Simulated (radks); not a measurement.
Polarisability of the rhodium ion Rh5+, [Kr] 4d4, at imaginary frequency. Calculated with a radial shooting solver on a logarithmic mesh with Libxc functionals: non-relativistic Kohn-Sham, LDA (Slater exchange, Perdew-Wang correlation), spin-unpolarised, spherical densities, point nucleus; relativity is left out, which matters for an element this heavy. Response by self-consistent Sternheimer equations with the Hartree and adiabatic LDA kernel.

w (hartree)  alpha1(iw) (bohr^3)
0.00266                    2.418
0.0143                     2.418
0.0360                     2.417
0.0697                     2.414
0.118                      2.406
0.186                      2.389
0.280                      2.353
0.413                      2.283
0.605                      2.152
0.892                      1.925
1.35                       1.566
2.12                       1.083
3.59                      0.5813
6.94                      0.2235
17.5                     0.05623

Static values: alpha1 = 2.418 bohr^3 (0.3584 angstrom^3; uncoupled 3.599). C6 = 8.391, triple-dipole C9 = 14.62 atomic units. One-pole (London) frequency 4 C6 / (3 alpha1^2) = 1.913 hartree, against 2.634 for minus the highest occupied eigenvalue. The dipole shielding factor is 0.889, as the force sum rule N/Z = 0.889 demands.
